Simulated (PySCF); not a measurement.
Molecule: Cd(F)(Me), CH3CdF, SMILES [CH3][Cd][F]. Atoms near the plane z = 0.6 Å, at the PBE0/def2-SVP optimised geometry (x, y, z in Å): Cd1 (-0.3, -0.1, 0.0), F2 (-2.2, -0.1, 0.0), C3 (1.8, -0.1, 0.0), H4 (2.2, -0.9, 0.7), H5 (2.2, 0.9, 0.3).

Calculation: PySCF with PBE0/def2-TZVP, def2 effective core potentials past Kr. The core electrons that the potentials of Cd replace are not part of the density. The values are rescaled to run from 0 to 1.

```
|                               |
|                               |
|                               |
|                               |
|                               |
|                               |
|                               |
|                    .....      |
|            ........:::::..    |
|       .....:::::::--===-::.   |
|     .:::::--------==+++=-:.   |
|    ::--==-===++===++***+=-:.  |
|   .-==+++=++***++++*###*+-:.  |
|  .:-+****++*###****####*+=:.  |
|  .-=+####**#%@%#***####*+=-.  |
|  .-=*#%%%#*%@@@%#*##%%#*+=-.  |
|  .-=*#%%%#*#@@@%#*##%%#*+=-.  |
|  .-=+*###**#%%%#**##%%%#+=-.  |
|  .:-=+***++*###****#%%%#+=-.  |
|   .:-=+++==++**++++*###*+-:.  |
|    .:------========++*++=-:   |
|     .::::::--------=====-:.   |
|        ....:::::::::---::.    |
|             .............     |
|                               |
|                               |
|                               |
|                               |
|                               |
|                               |
|                               |
```
Scale: ten equal steps from 0.000 (start of ' ') to 1.00 (end of '@'), in the order ' .:-=+*#%@'; x runs from -4.50 to 4.50, y from -4.50 (bottom) to 4.50 (top).

Q: Which quantity is mapped?
(A) log10 of the electron density
(B) Laplacian of the electron density
(C) deformation density (molecule minus spherical neutral atoms)
(D) an orbital amplitude

A: A, log10 of the electron density. In full: log10 of the electron density (e/bohr³), floored at −4.
